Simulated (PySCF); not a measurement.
PySCF input file for trimethylarsine (C₃H₉As), SMILES C[As](C)C, PBE0-D3(BJ)/def2-SVP. Coordinates come from a PBE0-D3(BJ)/def2-SVP optimisation.

```python
import numpy as np
from pyscf import gto, scf, dft, df
from pyscf.hessian import thermo

mol = gto.M(
    atom='''
    C    -1.47235438   -0.85006420   -0.51601455
    As   -0.00000000    0.00000000    0.47089455
    C     0.00000001    1.70012839   -0.51601456
    C     1.47235438   -0.85006421   -0.51601455
    H    -1.33070701   -0.76828405   -1.60462480
    H    -2.42306786   -0.37084309   -0.23956398
    H    -1.53269348   -1.91301676   -0.23956397
    H     0.00000002    1.53656809   -1.60462481
    H     0.89037439    2.28385987   -0.23956398
    H    -0.89037437    2.28385987   -0.23956399
    H     1.33070701   -0.76828406   -1.60462479
    H     2.42306786   -0.37084312   -0.23956396
    H     1.53269347   -1.91301677   -0.23956396
    ''',
    basis='def2-SVP',
    charge=0,
    spin=0,
    max_memory=1600,
    verbose=3,
)
mf = dft.RKS(mol, xc='pbe0').density_fit(auxbasis='def2-universal-jkfit')
mf.disp = 'd3bj'
mf.grids.level = 3
mf.conv_tol = 1e-11
mf.max_cycle = 100
mf.kernel()

# [left out here: the lines that compute and print the analytic Hessian (its translational invariance restored by hand, since the grid's response is missing), thermochemistry and intensities]
```

Log of the run:

```
[...]
       9   H                 0.00  0.00  0.01    0.14  0.31 -0.27   -0.10 -0.22  0.19
      10   H                 0.31 -0.17 -0.04   -0.17  0.11  0.02   -0.25  0.14  0.03
      11   H                 0.17 -0.24 -0.23   -0.10  0.14  0.13   -0.14  0.20  0.19
      12   H                 0.30 -0.03 -0.23   -0.16  0.01  0.14   -0.24  0.02  0.19
Mode                                18                  19                  20
Irrep
Freq [cm^-1]                     1425.3458           1431.6982           1431.6994
Reduced mass [au]                   1.0554              1.0534              1.0534
Force const [Dyne/A]                1.2633              1.2722              1.2722
Char temp [K]                    2050.7553           2059.8950           2059.8967
Normal mode                   x     y     z       x     y     z       x     y     z
       0   C                 0.02 -0.03  0.00   -0.02 -0.01  0.04    0.01  0.00 -0.02
       1  As                 0.00  0.00  0.00   -0.00 -0.00  0.00   -0.00  0.00 -0.00
       2   C                -0.04 -0.00 -0.00    0.01 -0.00 -0.00    0.00  0.02  0.04
       3   C                 0.02  0.03 -0.00   -0.02  0.01 -0.04   -0.01  0.00 -0.02
       4   H                -0.21  0.36 -0.00   -0.23 -0.09 -0.01    0.08  0.13  0.00
       5   H                -0.04  0.02 -0.27    0.09  0.37 -0.28   -0.06 -0.20  0.10
       6   H                 0.01  0.05  0.26    0.36 -0.10 -0.23   -0.20  0.07  0.19
       7   H                 0.41 -0.00  0.00   -0.08 -0.00  0.00   -0.00  0.28 -0.01
       8   H                 0.04  0.03 -0.26   -0.01 -0.00  0.06    0.31 -0.30 -0.29
       9   H                 0.04 -0.03  0.26   -0.00  0.01 -0.05   -0.31 -0.30 -0.29
      10   H                -0.21 -0.36  0.00   -0.23  0.08  0.01   -0.09  0.13  0.00
      11   H                -0.04 -0.02  0.27    0.09 -0.36  0.28    0.06 -0.21  0.11
      12   H                 0.01 -0.05 -0.26    0.36  0.10  0.22    0.21  0.07  0.19
Mode                                21                  22                  23
Irrep
Freq [cm^-1]                     1440.6384           1440.6855           1449.8141
Reduced mass [au]                   1.0508              1.0508              1.0467
Force const [Dyne/A]                1.2849              1.2850              1.2963
Char temp [K]                    2072.7579           2072.8257           2085.9597
Normal mode                   x     y     z       x     y     z       x     y     z
       0   C                 0.02 -0.04  0.00   -0.01  0.02  0.01   -0.01 -0.01  0.03
       1  As                -0.00 -0.00  0.00   -0.00  0.00 -0.00   -0.00  0.00  0.00
       2   C                -0.00 -0.00 -0.01   -0.05  0.00  0.00   -0.00  0.01  0.03
       3   C                -0.02 -0.04  0.00   -0.01 -0.02 -0.01    0.01 -0.01  0.03
       4   H                -0.27  0.42  0.00    0.11 -0.27  0.00   -0.18 -0.10 -0.01
       5   H                -0.05  0.04 -0.35    0.04  0.03  0.15    0.08  0.30 -0.20
       6   H                 0.04  0.05  0.30    0.03 -0.05 -0.23    0.30 -0.08 -0.21
       7   H                 0.00 -0.04 -0.00    0.57  0.00  0.00    0.00  0.21 -0.01
       8   H                -0.04  0.03  0.05    0.05  0.05 -0.38    0.22 -0.22 -0.20
       9   H                 0.04  0.03  0.05    0.05 -0.05  0.37   -0.22 -0.22 -0.20
      10   H                 0.27  0.42  0.00    0.11  0.26 -0.00    0.18 -0.10 -0.01
      11   H                 0.05  0.04 -0.35    0.04 -0.04 -0.14   -0.08  0.30 -0.20
      12   H                -0.04  0.05  0.30    0.03  0.05  0.23   -0.30 -0.08 -0.21
Mode                                24                  25                  26
Irrep
Freq [cm^-1]                     3053.1059           3055.1566           3055.1753
Reduced mass [au]                   1.0330              1.0329              1.0329
Force const [Dyne/A]                5.6735              5.6803              5.6804
Char temp [K]                    4392.7396           4395.6901           4395.7170
Normal mode                   x     y     z       x     y     z       x     y     z
       0   C                -0.02 -0.01 -0.02    0.02  0.01  0.02    0.02  0.01  0.02
       1  As                 0.00  0.00  0.00   -0.00  0.00 -0.00   -0.00 -0.00  0.00
       2   C                 0.00  0.02 -0.02   -0.00 -0.01  0.01   -0.00  0.03 -0.02
       3   C                 0.02 -0.01 -0.02    0.03 -0.01 -0.02   -0.01  0.00  0.01
       4   H                -0.06 -0.03  0.36    0.06  0.03 -0.36    0.06  0.03 -0.35
       5   H                 0.26 -0.14 -0.08   -0.26  0.14  0.08   -0.26  0.14  0.08
       6   H                 0.01  0.29 -0.08   -0.01 -0.30  0.09   -0.01 -0.29  0.08
       7   H                -0.00  0.06  0.36    0.00 -0.02 -0.12    0.00  0.09  0.49
       8   H                -0.25 -0.16 -0.08    0.09  0.06  0.03   -0.35 -0.22 -0.11
       9   H                 0.25 -0.16 -0.08   -0.08  0.05  0.03    0.35 -0.22 -0.11
      10   H                 0.06 -0.03  0.36    0.08 -0.04  0.48   -0.02  0.01 -0.14
      11   H                -0.26 -0.14 -0.08   -0.36 -0.19 -0.11    0.10  0.06  0.03
      12   H                -0.01  0.29 -0.08   -0.01  0.41 -0.11    0.00 -0.11  0.03
Mode                                27                  28                  29
Irrep
Freq [cm^-1]                     3167.6043           3168.9555           3168.9585
Reduced mass [au]                   1.1055              1.1068              1.1068
Force const [Dyne/A]                6.5355              6.5484              6.5484
Char temp [K]                    4557.4773           4559.4215           4559.4257
Normal mode                   x     y     z       x     y     z       x     y     z
       0   C                -0.02 -0.01  0.04   -0.02 -0.01  0.03    0.03  0.02 -0.05
       1  As                -0.00 -0.00  0.00   -0.00 -0.00 -0.00    0.00 -0.00  0.00
       2   C                -0.00  0.03  0.04    0.00 -0.04 -0.06    0.00 -0.00 -0.00
       3   C                 0.02 -0.01  0.04    0.02 -0.01  0.03    0.03 -0.02  0.05
       4   H                 0.05  0.03 -0.41    0.04  0.02 -0.29   -0.07 -0.04  0.50
       5   H                 0.22 -0.12 -0.06    0.15 -0.08 -0.04   -0.26  0.14  0.07
       6   H                 0.01  0.25 -0.06    0.01  0.17 -0.04   -0.01 -0.29  0.07
       7   H                -0.00 -0.06 -0.40    0.00  0.09  0.59   -0.00  0.00  0.01
       8   H                -0.21 -0.13 -0.06    0.29  0.18  0.08    0.00  0.00  0.00
       9   H                 0.21 -0.13 -0.06   -0.29  0.18  0.08   -0.00  0.00  0.00
      10   H                -0.05  0.03 -0.41   -0.04  0.02 -0.28   -0.07  0.04 -0.51
      11   H                -0.22 -0.12 -0.06   -0.15 -0.08 -0.04   -0.26 -0.14 -0.07
      12   H                -0.01  0.25 -0.06   -0.01  0.17 -0.04   -0.01  0.30 -0.07
Mode                                30                  31                  32
Irrep
Freq [cm^-1]                     3174.6251           3174.6277           3174.6415
Reduced mass [au]                   1.1045              1.1045              1.1042
Force const [Dyne/A]                6.5584              6.5585              6.5565
Char temp [K]                    4567.5787           4567.5824           4567.6023
Normal mode                   x     y     z       x     y     z       x     y     z
       0   C                 0.01 -0.02  0.00   -0.03  0.05  0.00    0.03 -0.05  0.00
       1  As                 0.00  0.00  0.00   -0.00  0.00 -0.00    0.00 -0.00 -0.00
       2   C                 0.08  0.00 -0.00   -0.00 -0.00 -0.00   -0.04  0.00  0.00
       3   C                 0.01  0.03 -0.00    0.03  0.06  0.00    0.03  0.05 -0.00
       4   H                 0.00 -0.00 -0.00   -0.01  0.01 -0.00    0.00 -0.01 -0.00
       5   H                -0.18  0.09  0.05    0.40 -0.20 -0.12   -0.37  0.18  0.11
       6   H                 0.01  0.20 -0.05   -0.03 -0.45  0.12    0.03  0.41 -0.11
       7   H                 0.01  0.00  0.00   -0.00  0.00  0.00   -0.01 -0.00 -0.00
       8   H                -0.48 -0.32 -0.16    0.01  0.01  0.00    0.25  0.16  0.08
       9   H                -0.48  0.32  0.16    0.01 -0.01 -0.00    0.25 -0.16 -0.08
      10   H                 0.00  0.00  0.00    0.01  0.01 -0.00    0.00  0.01  0.00
      11   H                -0.20 -0.10 -0.06   -0.41 -0.20 -0.12   -0.36 -0.18 -0.11
      12   H                 0.01 -0.21  0.06    0.03 -0.46  0.13    0.02 -0.40  0.11
temperature 298.1500 [K]
pressure 101325.00 [Pa]
Rotational constants [GHz] 4.71178 4.71178 3.42323
Symmetry number 3
Zero-point energy (ZPE) 0.11077 [Eh]   290832.283 [J/mol]
                           tot       elec      trans        rot        vib
Entropy [J/mol/K]       333.950      0.000    168.457     99.024     66.469
Cv [J/mol/K]            103.496      0.000     12.472     12.472     78.553
Cp [J/mol/K]            111.810      0.000     20.786     12.472     78.553
Internal energy [J/mol]                      3718.434   3718.434 302375.600
Internal energy [Eh]   -2354.71933  -2354.83733
Enthalpy [J/mol]                             6197.391   3718.434 302375.600
Enthalpy [Eh]          -2354.71839
Gibbs free energy [J/mol]                  -44027.974 -25805.577 282557.932
Gibbs free energy [Eh] -2354.75631
static polarisability / bohr^3: [[ 6.5483e+01  0.0000e+00 -0.0000e+00]
 [-0.0000e+00  6.5483e+01 -3.0000e-03]
 [ 0.0000e+00 -0.0000e+00  5.3533e+01]]
largest difference of analytic and finite-field dipole derivatives / e: 0.0005043528715588108
mode   freq/cm-1   IR/(km/mol)   Raman/(A^4/amu)   depolarisation
   1      153.83         0.000             0.000            0.750
   2      169.82         0.001             0.334            0.750
   3      169.90         0.001             0.337            0.750
   4      218.47         0.218             2.304            0.750
   5      218.66         0.218             2.299            0.750
   6      238.98         0.741             1.045            0.665
   7      588.65         2.092            27.368            0.030
   8      602.60        17.906            12.993            0.750
   9      602.60        17.902            12.987            0.750
  10      754.95         0.000             0.000            0.750
  11      793.40         1.340             1.164            0.750
  12      793.44         1.340             1.158            0.750
  13      899.88        17.872             4.106            0.750
  14      899.90        17.875             4.113            0.750
  15      904.65        37.482             4.208            0.745
  16     1259.19         2.006             0.043            0.750
  17     1259.21         2.005             0.042            0.750
  18     1282.50         4.990             0.433            0.002
  19     1425.35         0.000             0.000            0.750
  20     1431.70         5.551            28.190            0.750
  21     1431.70         5.559            28.152            0.750
  22     1440.64        10.453            13.677            0.750
  23     1440.69        10.461            13.647            0.750
  24     1449.81        10.968             1.538            0.332
  25     3053.11        12.575           385.865            0.000
  26     3055.16        12.816             0.830            0.750
  27     3055.18        12.785             0.827            0.748
  28     3167.60        16.862           170.052            0.725
  29     3168.96         1.496            14.836            0.750
  30     3168.96         1.497            14.860            0.750
  31     3174.63         5.309           121.507            0.750
  32     3174.63         5.418           123.907            0.750
  33     3174.64         0.112             2.567            0.750
max |gradient| / (hartree/bohr): 3.1703145662769286e-05
APT charges: [-0.2013  0.5882 -0.2013 -0.2013 -0.0222  0.0137  0.0137 -0.0222  0.0137
  0.0137 -0.0222  0.0137  0.0137]
```

The run converged.

Cost: very roughly 9 core-minutes.
